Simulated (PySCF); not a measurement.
# Electron correlation in Ar(2+) (argon, charge +2)

[Ne] 3s2 3p3 4s1, high-spin 5S determinant (an excited configuration). Calculation: PySCF 2.14, in dyall-av3z; scalar relativity by spin-free X2C-1e. Frozen: [Ne]; 6 electrons correlated; the 23 highest virtual orbitals of each spin left out.

```csv
level,correlation energy (mhartree)
CCSD,-142.40
(T),-4.47
CCSD(T),-146.87
```

Diagnostics: T1 = 0.0086, D1 = 0.0292, largest double amplitude 0.051.

The outer electron is Rydberg-like, and this basis confines it to a smaller radius and binds it less than a complete one would.

Cost of the coupled-cluster step: about 5 core-seconds, for 6 correlated electrons.
